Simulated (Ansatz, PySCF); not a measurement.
System: InH₃, net charge 0, singlet state. 
Geometry from a B3LYP-D3(BJ)/def2-TZVP (Ansatz, an electronic-structure program) optimisation:
```xyz
4

In     0.0000     0.0000     0.0000
H      0.7249    -0.4887     1.4935
H     -0.3815     1.6659    -0.2723
H     -0.3434    -1.1771    -1.2211
```
Charge 0, spin multiplicity 1.

Total electronic energies in hartree. Cores are frozen in the correlated levels unless marked. No spin-orbit coupling. The frozen core is the preceding noble-gas configuration, with the filled d and f shells of earlier blocks. Past Kr the def2 sets carry scalar-relativistic core potentials. CBS marks a two-point X^-3 extrapolation of the correlation energy; Hartree-Fock from the larger set. [CCSD(T)-MP2]/basis is that difference in the basis named.

```csv
level,program,energy (Eh)
HF/def2-TZVPPD,Ansatz,-190.91411
HF/def2-QZVPPD,Ansatz,-190.91569
RI-HF/def2-QZVPP,Ansatz,-190.91566
PBE-D3(BJ)/def2-TZVPD,Ansatz + dftd3,-191.88254
M06-L/def2-TZVPD,PySCF,-192.03397
PBE0/def2-TZVP,Ansatz,-191.88517
TPSSh/def2-TZVPD,PySCF,-191.82763
PW6B95-D3(BJ)/def2-TZVPD,PySCF + dftd3,-192.00551
PW6B95-D4/def2-TZVPD,PySCF + dftd4,-192.00611
M06-2X/def2-TZVPD,PySCF,…
MN15-D3(BJ)/def2-TZVPD,PySCF + dftd3,-191.47510
LC-wPBE/def2-TZVPD,Ansatz,-191.92730
B2PLYP-D3(BJ)/def2-TZVPD,Ansatz + dftd3,-191.59916
RPA@PBE/def2-TZVPP,Ansatz,-191.09703
"MP2/CBS(def2-TZVPP,def2-QZVPP)",Ansatz,-191.0119
"MP2/CBS(def2-TZVPPD,def2-QZVPPD)",Ansatz,-191.0117
RI-MP2/def2-QZVPP,Ansatz,-191.00788
"RI-MP2/CBS(def2-TZVPP,def2-QZVPP)",Ansatz,-191.0119
"RI-MP2/CBS(def2-TZVPPD,def2-QZVPPD)",Ansatz,-191.0117
SCS-MP2/def2-QZVPPD,Ansatz,-191.02226
"RI-MP2/CBS(def2-TZVPP,def2-QZVPP)+[CCSD(T)-MP2]/def2-SVP",Ansatz,-191.0351
"RI-MP2/CBS(def2-TZVPPD,def2-QZVPPD)+[CCSD(T)-MP2]/def2-TZVPPD",Ansatz,-191.0354
"CCSD(T)/CBS(def2-TZVPPD,def2-QZVPPD)",Ansatz,-191.0329
```

Q: Some entries are withheld; supply them.

A: 
- M06-2X/def2-TZVPD, energy (Eh): -191.80694
